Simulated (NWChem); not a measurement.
System: tetramethylsilane (C4H12Si); SMILES C[Si](C)(C)C

Input file for NWChem:

```
start job
memory heap 200 mb stack 700 mb global 900 mb
geometry units angstroms noautosym nocenter noautoz
  C     -0.993487    -1.063132    -1.200325
  Si    -0.000282     0.000160    -0.000133
  C     -1.173277     0.834361     1.218711
  C      1.217544    -1.087586     0.944054
  C      0.947662     1.316426    -0.962570
  H     -1.560183    -1.842767    -0.666383
  H     -0.334774    -1.565954    -1.926436
  H     -1.715279    -0.454559    -1.768373
  H     -0.622211     1.464744     1.934933
  H     -1.742056     0.088804     1.797171
  H     -1.899436     1.477595     0.696240
  H      0.692520    -1.868832     1.516833
  H      1.918480    -1.589593     0.257987
  H      1.813102    -0.493774     1.655870
  H      1.642142     0.859003    -1.685417
  H      0.261561     1.969835    -1.524993
  H      1.539641     1.954845    -0.287334
end
basis spherical
  * library pcsseg-1
end
dft
  xc slater vwn_5
  iterations 150
end
property
  shielding 3 1 2 6
end
task dft property
```

Output (shortened):

```
             Northwest Computational Chemistry Package (NWChem) 7.3.0
             --------------------------------------------------------

                             Geometry "geometry" -> ""
                             -------------------------

 Output coordinates in angstroms (scale by  1.889725989 to convert to a.u.)

  No.       Tag          Charge          X              Y              Z
 ---- ---------------- ---------- -------------- -------------- --------------
    1 C                    6.0000    -0.99348700    -1.06313200    -1.20032500
    2 Si                  14.0000    -0.00028200     0.00016000    -0.00013300
    3 C                    6.0000    -1.17327700     0.83436100     1.21871100
    4 C                    6.0000     1.21754400    -1.08758600     0.94405400
    5 C                    6.0000     0.94766200     1.31642600    -0.96257000
    6 H                    1.0000    -1.56018300    -1.84276700    -0.66638300
    7 H                    1.0000    -0.33477400    -1.56595400    -1.92643600
    8 H                    1.0000    -1.71527900    -0.45455900    -1.76837300
    9 H                    1.0000    -0.62221100     1.46474400     1.93493300
   10 H                    1.0000    -1.74205600     0.08880400     1.79717100
   11 H                    1.0000    -1.89943600     1.47759500     0.69624000
   12 H                    1.0000     0.69252000    -1.86883200     1.51683300
   13 H                    1.0000     1.91848000    -1.58959300     0.25798700
   14 H                    1.0000     1.81310200    -0.49377400     1.65587000
   15 H                    1.0000     1.64214200     0.85900300    -1.68541700
   16 H                    1.0000     0.26156100     1.96983500    -1.52499300
   17 H                    1.0000     1.53964100     1.95484500    -0.28733400

 Effective nuclear repulsion energy (a.u.)     244.9187171545

                              NWChem Property Module
                              ----------------------

  itol2e modified to match energy
  convergence criterion.

                                 NWChem DFT Module
                                 -----------------

 Summary of "ao basis" -> "ao basis" (spherical)
 ------------------------------------------------------------------------------
       Tag                 Description            Shells   Functions and Types
 ---------------- ------------------------------  ------  ---------------------
 C                          pcsseg-1                 7       17   3s3p1d
 Si                         pcsseg-1                10       24   4s5p1d
 H                          pcsseg-1                 3        5   2s1p

  itol2e modified to match energy
  convergence criterion.

            General Information
            -------------------
          SCF calculation type: DFT
          Wavefunction type:  closed shell.
          No. of atoms     :    17
          No. of electrons :    50
           Alpha electrons :    25
            Beta electrons :    25
          Charge           :     0
          Spin multiplicity:     1
          Use of symmetry is: off; symmetry adaption is: off
          Maximum number of iterations: 150
          AO basis - number of functions:   152
                     number of shells:    74
          Convergence on energy requested:  1.00D-07
          Convergence on density requested:  1.00D-05
          Convergence on gradient requested:  5.00D-04

              XC Information
              --------------
                        Slater Exchange Functional  1.000 local
                      VWN V Correlation Functional  1.000 local

             Grid Information
             ----------------
          Grid used for XC integration:  fine
          Radial quadrature: Mura-Knowles
          Angular quadrature: Lebedev.
          Tag              B.-S. Rad. Rad. Pts. Rad. Cut. Ang. Pts.
          ---              ---------- --------- --------- ---------
          C                   0.70       70          11.0       590
          Si                  1.10      123          10.0       770
          H                   0.35       60          13.0       590
          Grid pruning is: on
          Number of quadrature shells:  1123
          Spatial weights used:  Erf1

      Superposition of Atomic Density Guess
      -------------------------------------

 Sum of atomic energies:        -445.41043772

      Non-variational initial energy
      ------------------------------

 Total energy =    -448.644475
 1-e energy   =   -1093.635854
 2-e energy   =     400.072662
 HOMO         =      -0.376344
 LUMO         =       0.044227

   convergence    iter        energy       DeltaE   RMS-Dens  Diis-err
 ---------------- ----- ----------------- --------- --------- ---------
 d= 0,ls=0.0,diis     1   -446.3998462435 -6.91D+02  3.91D-03  1.13D+00
 d= 0,ls=0.0,diis     2   -446.4403917756 -4.05D-02  2.98D-03  1.43D-01
 d= 0,ls=0.0,diis     3   -446.4348773438  5.51D-03  1.49D-03  1.97D-01
 d= 0,ls=0.0,diis     4   -446.4588758172 -2.40D-02  1.36D-04  2.30D-04
 d= 0,ls=0.0,diis     5   -446.4589020105 -2.62D-05  4.34D-05  6.19D-05
  Resetting Diis
 d= 0,ls=0.0,diis     6   -446.4589102109 -8.20D-06  3.10D-06  3.12D-07
 d= 0,ls=0.0,diis     7   -446.4589102512 -4.03D-08  9.44D-07  8.60D-09

         Total DFT energy =     -446.458910251202
      One electron energy =    -1100.929037151917
           Coulomb energy =      453.878582627960
    Exchange-Corr. energy =      -44.327172881708
 Nuclear repulsion energy =      244.918717154464

 Numeric. integr. density =       50.000037992330

                       DFT Final Molecular Orbital Analysis
                       ------------------------------------

 Vector   23  Occ=2.000000D+00  E=-2.619193D-01
              MO Center= -2.7D-01,  5.3D-01,  2.2D-01, r^2= 3.7D+00
   Bfn.  Coefficient  Atom+Function         Bfn.  Coefficient  Atom+Function
  ----- ------------  ---------------      ----- ------------  ---------------
    33      0.229649   2 Si pz               50     -0.192930   3 C  pz
    53     -0.184200   3 C  pz               48      0.171447   3 C  px
    51      0.166741   3 C  px               31     -0.154911   2 Si px
    44      0.147203   3 C  s                84     -0.132366   5 C  pz
   138      0.125594  15 H  s                87     -0.121873   5 C  pz

[...]

          -----------------------------------------
          Chemical Shielding Tensors (GIAO, in ppm)
          -----------------------------------------

                                NWChem CPHF Module
                                ------------------

  scftype          =     RHF
  nclosed          =       25
  nopen            =        0
  variables        =     3175
  # of vectors     =        3
  tolerance        = 0.10D-03
  level shift      = 0.00D+00
  max iterations   =       50
  max subspace     =       30

 SCF residual:    1.2055610676558405E-004

Iterative solution of linear equations
  No. of variables     3175
  No. of equations        3
  Maximum subspace       30
        Iterations       50
       Convergence  1.0D-04

   iter   nsub   residual    time
   ----  ------  --------  ---------
     1      3    3.65D-05     213.2

      Atom:    1  C
        Diamagnetic
    253.2021      3.5745      4.0355
      3.5745    253.6914      4.3205
      4.0355      4.3205    254.7420

        Paramagnetic
    -73.1554     -0.1412     -0.1700
     -0.1412    -73.1596     -0.1747
     -0.1700     -0.1747    -73.2050

        Total Shielding Tensor
    180.0467      3.4333      3.8655
      3.4333    180.5318      4.1459
      3.8655      4.1459    181.5371

           isotropic =     180.7052
          anisotropy =      11.5537

          Principal Components and Axis System
                 1           2           3
              188.4076    176.8607    176.8473

      1         0.5259      0.3641     -0.7686
      2         0.5643      0.5268      0.6357
      3         0.6364     -0.7680      0.0716

      Atom:    2  Si
        Diamagnetic
    884.2999      0.0004      0.0000
      0.0004    884.3001     -0.0010
      0.0000     -0.0010    884.2995

        Paramagnetic
   -566.1688      0.0048     -0.0088
      0.0048   -566.0965     -0.0082
     -0.0088     -0.0082   -566.1704

        Total Shielding Tensor
    318.1311      0.0052     -0.0088
      0.0052    318.2036     -0.0091
     -0.0088     -0.0091    318.1291

           isotropic =     318.1546
          anisotropy =       0.0760

          Principal Components and Axis System
                 1           2           3
              318.2053    318.1374    318.1211

      1         0.0845      0.7580      0.6467
      2         0.9881     -0.1473      0.0435
      3        -0.1282     -0.6354      0.7615

      Atom:    3  H
        Diamagnetic
     29.1810      8.1679     -1.6570
      8.1679     33.3127     -2.6186
     -1.6570     -2.6186     26.7521

        Paramagnetic
      1.4319     -3.1820      0.5899
     -3.1820     -0.1697      1.0116
      0.5899      1.0116      1.9668

        Total Shielding Tensor
     30.6129      4.9858     -1.0671
      4.9858     33.1430     -1.6070
     -1.0671     -1.6070     28.7189

           isotropic =      30.8249
          anisotropy =       9.9314

          Principal Components and Axis System
                 1           2           3
               37.4459     28.3076     26.7214

      1         0.5973      0.2024      0.7760
      2         0.7726      0.1146     -0.6245
      3        -0.2153      0.9726     -0.0879
```

Level: LDA (Slater exchange, VWN5)/pcSseg-1, GIAO. Geometry: optimised at PBE0/def2-SVP. Not confirmed as a minimum by frequencies. The output numbers the shielded atoms by their place in the input's list. The printed shielding anisotropy is the first printed principal value minus the mean of the other two.
